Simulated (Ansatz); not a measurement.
The same path of Cl + Cl3FSi (6 atoms, charge 0, multiplicity 2) was run 3 times with different band settings. Lost on the way: Si1–F6. Made: Si1–Cl5.

All numbers below come from UKS PBE-D4/def2-SVP in Ansatz.

Relaxed end points:

```xyz
6
Properties=species:S:1:pos:R:3
Si 0.279 0.412 1.097
Cl -1.106 -1.035 1.664
Cl 1.962 -0.452 0.359
Cl -0.556 1.741 -0.190
Cl -1.226 -1.845 -0.972
F 0.649 1.179 2.473
```

```xyz
6
Properties=species:S:1:pos:R:3
Si -0.138 -0.014 0.209
Cl -1.030 0.028 2.099
Cl 1.891 0.003 0.345
Cl -0.807 1.635 -0.802
Cl -0.783 -1.722 -0.716
F 0.869 0.071 3.297
```

Common settings: spring 5.0 eV/Å²; optimiser quadratic models (default); start path through a guess of the saddle point; force threshold 0.03 eV/Å; iteration limit 60; end points relaxed.

| run | movable images | climbing image |
| --- | --- | --- |
| 1 | 7 | yes |
| 2 | 4 | no |
| 3 | 8 | no |

Problem. What does each run give, and how far can it be trusted?

Solution. Run 1: converged after 24 iterations, highest image 1.682 eV above the first end. The highest image is an end point: on this band no image between the ends rises above it. A vibrational analysis next to that end finds imaginary modes (43i cm⁻¹), so it isn't a minimum.
Run 2: converged after 19 iterations, highest image 1.682 eV above the first end. The highest image is an end point: on this band no image between the ends rises above it.
Run 3: converged after 20 iterations, highest image 1.682 eV above the first end. The highest image is an end point: on this band no image between the ends rises above it.
